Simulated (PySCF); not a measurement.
`NC[SiH]1OCCO1`, C3H9NO2Si

Geometry (Å), atoms numbered from 1 in this order:
```xyz
16

N     2.0475    1.0256    0.6377
C     2.0132   -0.3190    0.0750
Si    0.2258   -0.8296   -0.3046
O    -0.6515   -1.1013    1.0513
C    -1.8975   -0.4740    0.9716
C    -1.7913    0.6655   -0.0618
O    -0.6928    0.4009   -0.8887
H     1.6848    1.6896   -0.0376
H     2.9994    1.2967    0.8630
H     2.6221   -0.4297   -0.8340
H     2.4340   -1.0018    0.8135
H     0.1256   -1.9588   -1.2302
H    -2.6423   -1.2094    0.6493
H    -2.1666   -0.0999    1.9610
H    -2.6916    0.7285   -0.6777
H    -1.6265    1.6254    0.4371
```

Method: GIAO CAM-B3LYP/pcSseg-1 magnetisability, rotational g tensor and spin-rotation constants, non-relativistic, gas phase in PySCF 2.14.0. Geometry: GFN2-xTB.

(1) What are the magnetisability and the molar susceptibility?

(2) Split it along the inertial axes a, b, c into diamagnetic and paramagnetic parts about the centre of mass, with the quadrupole moment.

(3) And the rotational g tensor?

## Answers

(1) Isotropic -1150 × 10⁻³⁰ J/T², or -69.3 × 10⁻⁶ cm³/mol; principal values -1264, -1146, -1040 × 10⁻³⁰ J/T², anisotropy 194 × 10⁻³⁰ J/T² (root of half the summed squared differences of the principal values). The susceptibility is in cgs units.

(2) 
```csv
axis,χ (10⁻⁶ cm³/mol),diamagnetic (10⁻⁶ cm³/mol),paramagnetic (10⁻⁶ cm³/mol),summed x² of all electrons (Å²),quadrupole Θ (D Å)
a,-69.0,-415.0,346.0,158.2,+12.68
b,-67.5,-852.7,785.3,55.1,-4.92
c,-71.3,-904.9,833.7,42.8,-7.75
```
Anisotropies 2χaa − χbb − χcc = +0.6 and 2χbb − χaa − χcc = +5.4 × 10⁻⁶ cm³/mol. Θ is traceless in Buckingham's convention.

(3) 
```csv
axis,rotational constant (GHz),g,nuclear part,electronic part
a,3.9036,-0.0430,0.5915,-0.6345
b,1.6487,-0.0114,0.5968,-0.6082
c,1.5284,-0.0066,0.5920,-0.5986
```
Asymmetric top; isotopes 12C, 1H, 14N, 16O, 28Si; no vibrational averaging.
